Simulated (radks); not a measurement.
P I, configuration [Ne] 3s1 3p4 (not the ground configuration). All-electron calculation, non-relativistic Kohn-Sham, SCAN, spin-polarised, spherical densities, point nucleus; open shells are filled with parallel spins first; meta-GGA in the generalised Kohn-Sham scheme. Program: a radial shooting solver on a logarithmic mesh with Libxc functionals.

Radial electron density D(r) = 4 pi r^2 rho(r):

r (bohr),D(r) (e/bohr),spin D(r)
0.009186,1.756,0.00557
0.01177,2.669,0.00846
0.01521,4.019,0.0127
0.01949,5.808,0.0183
0.02497,8.099,0.0253
0.03226,10.88,0.0337
0.04134,13.66,0.0418
0.05339,16.01,0.0485
0.06842,17.04,0.0522
0.08839,16.30,0.0556
0.1133,14.10,0.0679
0.1451,11.73,0.107
0.1875,10.96,0.191
0.2403,12.57,0.299
0.3104,15.20,0.369
0.3977,15.84,0.303
0.5137,12.90,0.103
0.6583,7.935,-0.0193
0.8436,3.820,0.214
1.09,2.195,0.877
1.396,2.371,1.56
1.804,2.542,1.72
2.312,1.984,1.23
2.986,1.076,0.550
3.827,0.4172,0.144
4.904,0.1120,0.0116
6.334,0.01904,-0.00405
8.117,0.002193,-0.00117

D(r) has 3 maxima, at r = 0.0706, 0.370, 1.69 bohr, and minima at 0.179, 1.16 bohr, inside which lie 2.19, 10.33 electrons.
